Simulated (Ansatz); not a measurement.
Reaction (isomerisation): `C/C(F)=N/[SiH3]` → `C=C(F)[SiH2]N`

Program: Ansatz. Geometries: PBE0-D4/def2-TZVP. ΔE: electronic, gas phase. CBS: MP2 limit from def2 TZ/QZ plus the TZ coupled-cluster correction, frozen cores. DFT in def2-TZVPP. One conformer a species, not always the lowest.

```csv
level,ΔE (kcal/mol)
PBE-D4,5.7
ωB97X-V,5.8
r2SCAN,6.1
SCS-MP2/def2-QZVPP,4.2
```

Q: What does CCSD(T)/CBS give? (Best estimate.)

A: Ansatz gave: +2.7 kcal/mol. The listed levels differ from it by 3.0, 3.1, 3.4, 1.5 kcal/mol.

Largest T1 diagnostic among the species: 0.013.

In def2-TZVPP, CCSD(T) changes the Hartree–Fock value by −1.9 kcal/mol (the triples alone add +0.2 kcal/mol) and MP2 by −1.4 kcal/mol.

CCSD(T)/CBS has its own doubt, a few kJ/mol and more with outer-core shells, so smaller differences from it don't rank the levels.
